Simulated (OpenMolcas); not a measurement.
**How methods differ on GaCNCl2 (SMILES N#[C][Ga]([Cl])[Cl])**

The species is GaCNCl2 (5 atoms), meant as a singlet with charge 0. SMILES: `N#[C][Ga]([Cl])[Cl]`. The shape is that of a PBE0-D4/def2-TZVP optimisation.

```csv
atom,x (Å),y (Å),z (Å)
N,0.9096,-1.3181,1.9140
C,0.4935,-0.7150,1.0252
Ga,-0.1994,0.2887,-0.4557
Cl,-1.7355,-0.5262,-1.6432
Cl,0.5817,2.1970,-0.8818
```

Quantity: the energy change with the C2–Ga3 bond stretched from 1.918 to 2.494 Å, in eV. The values are calculated.

| level | kind | program | value (eV) | less CCSD(T)/cc-pVDZ | CPU time (all runs) |
| --- | --- | --- | --- | --- | --- |
| HF/cc-pVDZ (restricted) | Hartree–Fock | OpenMolcas | 1.44 | +0.12 | 27 s |
| SVWN5/cc-pVDZ (restricted) | LDA | OpenMolcas | 1.41 | +0.09 | 51 s |
| PBE/cc-pVDZ (restricted) | GGA | OpenMolcas | 1.20 | -0.12 | 71 s |
| revPBE/cc-pVDZ (restricted) | GGA | OpenMolcas | 1.13 | -0.19 | 70 s |
| M06-L/cc-pVDZ (restricted) | meta-GGA | OpenMolcas | 1.25 | -0.07 | 85 s |
| r2SCAN/cc-pVDZ (restricted) | meta-GGA | OpenMolcas | 1.34 | +0.02 | 87 s |
| PBE0/cc-pVDZ (restricted) | global hybrid | OpenMolcas | 1.38 | +0.06 | 69 s |
| CCSD(T)/cc-pVDZ (restricted) | coupled cluster or CI | OpenMolcas | 1.32 | 0.00 | 3.3 min |

Differences are taken from CCSD(T)/cc-pVDZ (restricted) for orientation; it has basis-set and higher-order errors of its own. All-electron rows without a relativistic Hamiltonian named are non-relativistic. The first shape isn't each level's own minimum. The values span 1.13 to 1.44 eV. In the correlated wave-function rows the outer d shell of Ga is correlated, in sets not made for it. CPU times are rough (shared hosts, several kinds of processor): they show what a rung costs within a factor of a few.
